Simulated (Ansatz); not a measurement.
Program: Ansatz. Geometries: PBE0-D4/def2-TZVP. ΔE: electronic, gas phase. CCSD(T)/CBS is the MP2 limit (def2-TZVPP, def2-QZVPP) plus CCSD(T) − MP2 in def2-TZVPP, frozen cores. This one scheme is used for every species. DFT in def2-TZVPP. B3LYP here is the variant with VWN-RPA as its local correlation; programs differ in this. Each species was taken in one conformer, which may not be the lowest.

`O[SiH2]S[SiH2]Cl` + H₂ → `[SiH3]S[SiH2]Cl` + H₂O  (hydrogenolysis of the Si–O bond)

`O[SiH2]S[SiH2]Cl`:

Cartesian coordinates in Å:
```
O 1.080 -0.755 -1.309
Si 1.460 -0.453 0.255
S 0.301 1.159 1.066
Si -1.598 0.508 0.383
Cl -1.948 1.095 -1.559
H 0.976 -0.011 -1.906
H 1.185 -1.718 0.968
H 2.863 -0.015 0.452
H -2.622 1.158 1.226
H -1.696 -0.968 0.422
```

H₂:

```xyz
2

H     0.280    0.245   -0.020
H    -0.280   -0.245    0.020
```

`[SiH3]S[SiH2]Cl`:

Cartesian coordinates in Å:
```
Si 0.058 0.371 -1.572
S 1.145 0.938 0.190
Si 0.027 -0.178 1.600
Cl 0.049 -2.190 1.182
H -1.382 0.225 -1.240
H 0.257 1.467 -2.550
H 0.575 -0.902 -2.127
H -1.394 0.232 1.602
H 0.666 0.037 2.916
```

H₂O:

Z-matrix (Å, degrees):
```
O
H 1 0.960
H 1 0.960 2 105.1
```

| level | ΔE (kcal/mol) |
| --- | --- |
| B3LYP-D4 | 19.8 |
| ωB97M-V | 19.8 |
| B2PLYP | 19.3 |
| PBE | 17.4 |
| r2SCAN | 20.5 |
| HF/def2-QZVPP | 17.4 |
| MP2/def2-QZVPP | 20.5 |
| MP2/CBS(def2) | 20.5 |

Q: What does CCSD(T)/CBS give? (Estimate.)

A: The calculation gave: +18.9 kcal/mol. The listed levels differ from it by 0.9, 0.9, 0.4, -1.5, 1.6, -1.5, 1.6, 1.6 kcal/mol.

Largest T1 diagnostic among the species: 0.011.

The D4 term adds +1.6 kcal/mol with B3LYP and +0.9 kcal/mol with PBE0; it sums over pairs of atoms, weighted by their polarisabilities, and B3LYP, whose exchange is more repulsive, gets the larger term. In def2-TZVPP, CCSD(T) changes the Hartree–Fock value by +1.4 kcal/mol (the triples alone add +0.7 kcal/mol) and MP2 by +3.0 kcal/mol.
